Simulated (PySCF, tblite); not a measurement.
Isomers of C7H3N3, one GFN2-xTB conformer each. Single-point energies are computed at PBE0/pcSseg-1 (PySCF, gas phase, no added dispersion term), electronic only.

| SMILES | GFN2-xTB relative energy (kJ/mol) |
| --- | --- |
| C#Cc1cncc(C#N)n1 | 0.0 |
| C#Cc1cnncc1C#N | 51.1 |

Question: What does PBE0/pcSseg-1 give for the same structures?

Answer: 
```tsv
SMILES	PBE0/pcSseg-1 E (Eh)	PBE0/pcSseg-1 (kJ/mol)	GFN2-xTB (kJ/mol)	point group
C#Cc1cncc(C#N)n1	-432.13672	0.0	0.0	Cs
C#Cc1cnncc1C#N	-432.10831	74.6	51.1	Cs
```

Both levels put the same isomer lowest. As drawn, the higher has an N–N linkage, which the lower lacks.

Question: Which frontier levels, dipoles and rotational constants go with these structures?

Answer: 
```csv
SMILES,"HOMO (eV, PBE0/pcSseg-1)",LUMO (eV),dipole (D),"A, B, C (MHz)"
C#Cc1cncc(C#N)n1,-8.12,-2.62,4.25,"2809, 969.2, 720.6"
C#Cc1cnncc1C#N,-7.47,-3.08,2.83,"2039, 1373, 820.6"
```

Question: What happens when harmonic zero-point energies from GFN2-xTB frequencies are added?

Answer: 
```tsv
SMILES	ZPE (kJ/mol)	electronic (kJ/mol)	with ZPE (kJ/mol)
C#Cc1cncc(C#N)n1	211.4	0.0	0.0
C#Cc1cnncc1C#N	211.0	74.6	74.3
```

The zero-point energies span 0.4 kJ/mol. The order is unchanged.
